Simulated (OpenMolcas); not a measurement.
Br2+: effect of the active space

```yaml
Program: OpenMolcas 26.06
Method: CASSCF or its RAS form
Basis: ANO-R2
Scalar_Hamiltonian: X2C, finite nucleus
Spin-orbit_coupling: RASSI with atomic mean-field integrals over the reference wave functions, term energies averaged over their components
```

A. 3 electrons in 3 orbitals (4p); 2S+1 = 4 odd, 1 root; 2S+1 = 2 odd, 8 roots; cost roughly 1.9 core-seconds
B. 5 electrons in 4 orbitals (4s 4p); 2S+1 = 4 odd, 1 root; 2S+1 = 2 odd, 8 roots; 2S+1 = 4 even, 3 roots; 2S+1 = 2 even, 9 roots; cost of the order of 8 core-seconds
C. 5 electrons in 8 orbitals (4s 4p 5s 5p); 2S+1 = 4 odd, 1 root; 2S+1 = 2 odd, 8 roots; 2S+1 = 4 even, 3 roots; 2S+1 = 2 even, 9 roots; cost roughly 13 core-seconds
D. 5 electrons in 9 orbitals (RAS2 4s 4p; RAS3 4d, at most 2 electrons); 2S+1 = 4 odd, 1 root; 2S+1 = 2 odd, 11 roots; 2S+1 = 4 even, 3 roots; 2S+1 = 2 even, 9 roots; cost roughly 19 core-seconds

Energies in eV above 4s2 4p3 4S* 3/2, the measured ground level; measured values from Moore, Atomic Energy Levels, vol. II, NSRDS-NBS 35 (1971 reprint of NBS Circular 467, 1952).

```csv
Level,A,B,C,D,Measured
4s2 4p3 4S* 3/2,0.0000,0.0000,0.0000,0.0000,0.0000
4s2 4p3 2D* 3/2,2.4715,2.4342,2.3947,2.4135,
4s2 4p3 2D* 5/2,2.5625,2.5668,2.5345,2.5167,
4s2 4p3 2P* 1/2,4.2338,3.6199,3.5531,3.9029,3.3370
4s2 4p3 2P* 3/2,4.3566,3.7785,3.7189,4.0323,3.5433
```

Deviations, from unrounded energies. A percentage is the sum of absolute deviations over the sum of measured energies, with the sign that they share, or ± where signs differ.

```json
{"Against measurement": "mean absolute deviation (cm-1)", "Levels": "2", "A": "6900", "B": "2100", "C": "1600", "D": "4300"}
{"Against measurement": "other terms of the ground configuration (%)", "Levels": "2", "A": "+24.9", "B": "+7.5", "C": "+5.7", "D": "+15.3"}
```

C lies closest to measurement on these levels and A furthest from it. The largest miss of C in the table is 4s2 4p3 2P* 1/2, by +1700 cm-1. The ranking rests on the paired levels alone, and a cruder setting can come out closer through cancelling errors.

Among A to D the level of the table that moves most is 4s2 4p3 2P* 1/2, by 5500 cm-1 (lowest in C, highest in A).

With the s shell closed, the reference lacks s² → p² mixing (holds for A). Active for correlation alone: 5p 5s; no level in the range computed is led by a configuration that fills them, so any true level of that kind is missing (holds for C). The run also gave levels led by 4s2 4p2 4d, which use shells meant for correlation; these and all levels above them are left out (holds for D). Computed and measured levels are paired by configuration, term and J; levels that our copy of the source lacks, or whose pairing is in doubt (as where it misses far off the trend of its configuration), stay unpaired and out of the deviations. Only configurations of the active space appear. The table leaves out levels that lie high or whose names do not pair safely across all columns.

* marks odd parity.
